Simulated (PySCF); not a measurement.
**Question.** What does the PBE0-D3(BJ)/def2-SVP structure of `O=CC1=CC=CB1` look like in three dimensions?

**Answer.** 
```
atom  x, y, z in Å
O1     2.823    0.834   -0.003
C2     2.089   -0.122    0.073
C3     0.629   -0.056    0.034
C4    -0.171   -1.144    0.125
C5    -1.621   -0.781    0.058
C6    -1.798    0.549   -0.078
B7    -0.349    1.189   -0.111
H8     2.510   -1.158    0.184
H9     0.173   -2.179    0.235
H10   -2.409   -1.539    0.116
H11   -2.780    1.020   -0.145
H12   -0.051    2.349   -0.220
```

Any rigid rotation of these coordinates is as good. Atoms count from 1 in this order. The 7 heavy atoms lie in one plane (0.001 Å rms). The 5-membered ring C3–C4–C5–C6–B7 has internal angles of 104.1° to 112.0°; it is planar, 0.00 Å rms from its mean plane, widest ring torsion 0°. B7 (ring boron) is planar (angles 128.2°, 127.7° and 104.1°, sum 360.0°, 0.00 Å off the plane of its three neighbours). The C–C distances run from 1.348 Å (C5=C6, drawn double) to 1.497 Å (C4–C5, drawn single), a spread of 0.149 Å.

Bonds between heavy atoms (Å): O1=C2 1.208, C2–C3 1.462, C3=C4 1.353, C4–C5 1.497, C5=C6 1.348, C6–B7 1.584, C3–B7 1.591.

Level of theory: PBE0-D3(BJ)/def2-SVP geometry optimisation, gas phase (PySCF 2.14.0).

Point group: Cs (tolerance 0.08 Å). Whether it is a minimum is left open (no frequencies). One conformer, not necessarily the lowest (O1–C2–C3–C4 180°).
